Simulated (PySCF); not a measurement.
Computed IR spectrum (relative IR intensity) of a molecule CH5F2NSi. Coordinates come from a PBE-D3(BJ)/def2-SVP optimisation. One conformer was computed; it need not be the lowest. The numbers are results of PySCF 2.14.0 with PBE-D3(BJ)/def2-SVP, not measurements. Frequencies are harmonic and unscaled.

Lines under 2 % of the strongest are left out, and lines within 2 cm⁻¹ are merged.

ν (cm⁻¹): 276 (vw), 290 (w), 395 (w), 437 (s), 762 (m), 773 (w), 899 (vs), 928 (vs), 1063 (w), 1141 (s), 1358 (m), 1403 (w), 1413 (vw), 1453 (vw), 2252 (m), 2932 (m), 2999 (w), 3045 (w), 3521 (w) (against the strongest line: vs over 80 %, s over 45 %, m over 15 %, w over 4 %, vw less)

### Question
Pick the molecule that these values belong to.
A. N[Si@@H](F)CF
B. CN[SiH](F)F
C. NC[SiH](F)F
D. N[SiH2]C(F)F

### Answer
B, CN[SiH](F)F
